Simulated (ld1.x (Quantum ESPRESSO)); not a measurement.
Before and after: TM semilocal potential for F

| Item | Value |
| --- | --- |
| Element | F |
| Generator | ld1.x (Quantum ESPRESSO) 7.5 |
| Type | norm-conserving Troullier–Martins (semilocal form) |
| Functional | PBE |
| Relativity | scalar-relativistic |
| Frozen core | [He] |
| Valence charge | 7 |
| Reference configuration | 2s2 2p5 |
| Partial waves | 2s (bound): rc 0.60 bohr; 2p (bound): rc 1.70 bohr; 3d channel at 0.35 Ry: rc 1.85 bohr |
| Local potential | the d channel |
| Core correction | none |

Change: wave 2p (bound): rc 1.70 bohr becomes 2p (bound): rc 1.28 bohr.

Cutoffs: the cutoffs (Ry, on a coarse ladder) from which the occupation-weighted sum of valence levels, in a spherical-Bessel basis at the reference potential, stays within 10 and 1 mRy of its value at 400 Ry; they do not see the model core or the augmentation charge, which bear on the density cutoff. Errors are all-electron minus pseudo energies relative to the spin-unpolarised reference configuration.

How do hardness, ghosts and transferability respond?

The potential gets neither clearly harder nor softer (180 Ry and 260 Ry → 180 Ry and 260 Ry); the s channel sets the loose cutoff, while the largest relative change is in p, which becomes harder; of the 7 tests that both files solve, the error grows in 1 and shrinks in 6 by more than 15 % and 0.3 meV (median size 195.6 → 44.9 meV); neither file shows a bound ghost. A semilocal file is local in each channel, so a ghost entry of none says nothing of the separable form that plane-wave codes build from it.

| quantity | base | changed |
| --- | --- | --- |
| cutoff, loose | 180 Ry | 180 Ry |
| cutoff, tight | 260 Ry | 260 Ry |
| loose cutoff by channel (10 mRy a level) | s 90 Ry, p 45 Ry | s 90 Ry, p 70 Ry |
| bound ghosts | none | none |
| error for 2s2 2p4, meV [ΔE 19.39 eV] | -0.7 | -6.8 |
| error for 2s2 2p3, meV [ΔE 57.78 eV] | +246 | +45 |
| error for 2s2 2p2, meV [ΔE 118.41 eV] | +1386 | +397 |
| error for 2s2 2p5.3, meV [ΔE -2.67 eV] | -2.5 | -0.7 |
| error for 2s2 2p1, meV [ΔE 204.21 eV] | +4375 | +1508 |
| error for 2s1 2p5, meV [ΔE 38.49 eV] | -196 | -52 |
| error for 2s2 2p4.5, meV [ΔE 7.54 eV] | -5.1 | -3.0 |
| s: phases at 2.01 bohr within 0.05 rad from the reference energy up to (Ry; the scan ends near 5) | to the end of the scan | to the end of the scan |
| p: phases at 2.01 bohr within 0.05 rad from the reference energy up to (Ry; the scan ends near 5) | 1.2 | 2.0 |
| d: phases at 2.01 bohr within 0.05 rad from the reference energy up to (Ry; the scan ends near 5) | to the end of the scan | to the end of the scan |
